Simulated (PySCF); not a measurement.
# [PdO3]-, doublet: data card

These are results of UPBE0/[Pd def2-SVPD with ECP28, O def2-SVPD], scalar-relativistic core potentials, density fitting, no spin–orbit coupling, PySCF, not measurements.

The structure is a minimum.

Coordinates in bohr (charge -1 multiplicity 2):
```
Pd    0.0265    0.0000    0.0000
O     3.3684    0.0000    0.0000
O    -1.7619    2.8049    0.0000
O    -1.7619   -2.8049    0.0000
```

```
Point group                                                                   : C2v
Bond lengths                                                                  : Pd–O 1.760 Å (×2), Pd–O 1.768 Å
Bond angles                                                                   : O–Pd–O 115.0°, O–Pd–O 122.5° (×2)
Principal quadrupole moments (Buckingham, traceless) about the centre of mass : -6.20, -4.69, 10.88 D Å
Lowest empty level (β)                                                        : 0.81 eV
Dipole moment about the centre of mass                                        : 1.30 D
Enthalpy at 298.15 K above 0 K                                                : 15.20 kJ/mol
Entropy at 298.15 K and 1 bar (electronic part: spin only)                    : 309.3 J/(mol K)
Zero-point energy                                                             : 16.9 kJ/mol
Rotational symmetry number                                                    : 2
Spin squared ⟨S²⟩                                                             : 0.766
Heat capacity Cp at 298.15 K                                                  : 65.6 J/(mol K)
Principal polarisabilities                                                    : 38.3, 71.1, 71.6 bohr³
Rotational constants                                                          : 0.2392, 0.2143, 0.113 cm⁻¹
Highest occupied level (β)                                                    : -1.59 eV
```

Harmonic modes (masses in u: Pd 105.903, O 15.995):
```
symmetry  ω (cm⁻¹)  IR (km/mol)  μ (u)     type
      b2       103         35.3  18.56     bend
      b1       219         25.8  21.75     bend
      a1       268          1.8  17.82     bend
      a1       691         30.8  17.63  stretch
      b2       748          293  18.31  stretch
      a1       802         48.3  17.19  stretch
```

In C2v the vibrations span 2b2 + b1 + 3a1. Here b1 is antisymmetric to the molecular plane and b2 lies in it.

Charges (e); Mulliken and Löwdin values are unreliable with diffuse functions:
```tsv
atom	Mulliken	Löwdin	polar tensor	spin (Mulliken)	Mayer order to Pd1
Pd1	1.78	0.77	1.09	0.26	–
O2	-0.84	-0.51	-0.52	0.69	0.79
O3,4	-0.97	-0.63	-0.79	0.03	0.84
```
Other Mayer orders above 0.3: O–O 0.37.

Mulliken populations on Pd1 (electrons outside its core potential): s 2.30, p 5.91, d 8.00, f 0.02.

Formally Pd is in oxidation state +5, d5, with 1 unpaired electron (the high-spin count would be 5). The Mulliken spin on Pd is 0.26, so most of the spin sits on the ligands and the formal count fails. The polar-tensor charge on Pd, 1.09, is far below the formal one.

Other isomers or separated fragments may lie lower. With open d or f shells other occupations or spin states may lie lower. The lowest empty level of this anion is unbound, so it and the gap depend on the basis. At this level a doublet minimum of C2v symmetry lies 83 kJ/mol below this structure.

The final relaxation and frequency run took about 2.6 core-minutes on a shared host.
